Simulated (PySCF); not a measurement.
## Frontier levels across methods

C₂H₆O₂Si.
Structure used (PBE0-D3(BJ)/def2-SVP), in Å, numbered top down from 1:
```
atom  x, y, z in Å
O1     2.1569    0.9658   -0.1326
Si2    1.0269   -0.2276   -0.3110
C3    -0.4289   -0.3631    0.8747
C4    -1.2530   -0.0379   -0.3896
O5    -0.2254    0.1237   -1.3855
H6     1.8273    1.8644   -0.0342
H7     1.8347   -1.4287   -0.6342
H8    -0.6245   -1.3529    1.3112
H9    -0.4917    0.3934    1.6702
H10   -1.9381   -0.8516   -0.6809
H11   -1.8455    0.8893   -0.3043
```

Basis pcSseg-2 throughout (PySCF), one geometry. One conformer (not necessarily the lowest) at the PBE0-D3(BJ)/def2-SVP geometry, without solvent, vibrations or thermal averaging.

How do the orbital energies, the gap and the dipole change with the method?

| method | kind | HOMO (eV) | LUMO (eV) | gap (eV) | μ (D) | SCF cycles |
| --- | --- | --- | --- | --- | --- | --- |
| BLYP | GGA | -6.44 | -0.48 | 5.97 | 2.16 | 16 |
| OPBE | GGA | -6.49 | -0.29 | 6.21 | 2.07 | 16 |
| PBE | GGA | -6.53 | -0.45 | 6.08 | 2.14 | 16 |
| B97-D | GGA | -6.55 | -0.30 | 6.25 | 2.14 | 15 |
| BP86 | GGA | -6.64 | -0.33 | 6.31 | 2.15 | 16 |
| LDA | LDA | -6.65 | -0.57 | 6.09 | 2.23 | 15 |
| KT2 | GGA | -6.66 | -0.46 | 6.19 | 2.12 | 16 |
| KT3 | GGA | -6.68 | -0.61 | 6.07 | 2.07 | 16 |
| B97-2 | global hybrid | -7.76 | 0.37 | 8.13 | 2.21 | 14 |
| B3LYP | global hybrid | -7.80 | 0.00 | 7.80 | 2.23 | 14 |
| PBE0 | global hybrid | -8.02 | 0.34 | 8.36 | 2.22 | 14 |
| mPW1PW91 | global hybrid | -8.06 | 0.33 | 8.39 | 2.23 | 14 |
| BHandHLYP | global hybrid | -9.41 | 0.86 | 10.27 | 2.32 | 13 |
| CAM-B3LYP | range-separated hybrid | -9.46 | 1.00 | 10.46 | 2.29 | 13 |
| wB97X-D | range-separated hybrid | -9.92 | 2.08 | 11.99 | 2.26 | 14 |
| LC-wPBE | range-separated hybrid | -10.79 | 2.19 | 12.98 | 2.30 | 14 |
| HF | Hartree–Fock | -11.41 | 2.51 | 13.93 | 2.40 | 10 |

The HOMO spans 4.97 eV, from BLYP down to HF, and the gap runs from 5.97 eV (BLYP) to 13.93 eV (HF). Over the methods BLYP (0 %), OPBE (0 %), PBE (0 %), B97-D (0 %), BP86 (0 %), LDA (0 %), KT2 (0 %), KT3 (0 %), B97-2 (21 %), B3LYP (20 %), PBE0 (25 %), mPW1PW91 (25 %), BHandHLYP (50 %), HF (100 %), a straight line through the gap against the share of exact exchange rises by 0.79 eV for each 10 % (correlation coefficient 0.998). The dipole ranges from 2.07 D (OPBE) to 2.40 D (HF). This basis has no diffuse functions.
